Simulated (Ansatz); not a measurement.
Calculated with Ansatz (gas phase, PBE0-D4/def2-TZVP geometries, no zero-point term in ΔE). CCSD(T)/CBS adds triple-zeta CCSD(T) − MP2 to the extrapolated MP2 energy (def2 sets, frozen cores). This one scheme is used for every species. DFT in def2-TZVPP. B3LYP here is the variant with VWN-RPA as its local correlation; programs differ in this. One conformer a species, not always the lowest.

Reaction (cleavage of the Si–Si bond): `C=C[SiH2][SiH2]S` + `[OH][AlH2]` → `[AlH2][O][SiH2]S` + `C=C[SiH3]`

| level | ΔE (kcal/mol) | difference from CCSD(T)/CBS |
| --- | --- | --- |
| PBE-D4 | -21.6 | 6.5 |
| r2SCAN-D4 | -26.8 | 1.3 |
| PBE0-D4 | -24.0 | 4.1 |
| B3LYP-D4 | -28.0 | 0.1 |
| ωB97X-V | -28.1 | 0.0 |
| ωB97M-V | -29.1 | -1.0 |
| B2PLYP | -30.0 | -1.9 |
| PBE | -22.7 | 5.4 |
| r2SCAN | -27.2 | 0.9 |
| PBE0 | -24.9 | 3.2 |
| B3LYP | -29.6 | -1.5 |
| HF/def2-TZVPP | -37.0 | -8.9 |
| MP2/def2-TZVPP | -29.4 | -1.3 |
| SCS-MP2/def2-TZVPP | -31.1 | -3.0 |
| CCSD/def2-TZVPP | -29.9 | -1.8 |
| CCSD(T)/def2-TZVPP | -28.7 | -0.6 |
| HF/def2-QZVPP | -37.6 | -9.5 |
| MP2/def2-QZVPP | -29.3 | -1.2 |
| SCS-MP2/def2-QZVPP | -31.0 | -2.9 |
| HF/CBS(def2) | -37.7 | -9.6 |
| MP2/CBS(def2) | -28.9 | -0.8 |
| CCSD/CBS(def2) | -29.4 | -1.3 |
| CCSD(T)/CBS | -28.1 | 0 |

Largest T1 diagnostic among the species: 0.012.

The D4 term adds +1.6 kcal/mol with B3LYP and +1.0 kcal/mol with PBE0; it sums over pairs of atoms, weighted by their polarisabilities, and B3LYP, whose exchange is more repulsive, gets the larger term. From PBE to PBE0 (25 % exact exchange), in def2-TZVPP and without D4, ΔE moves by −2.3 kcal/mol.
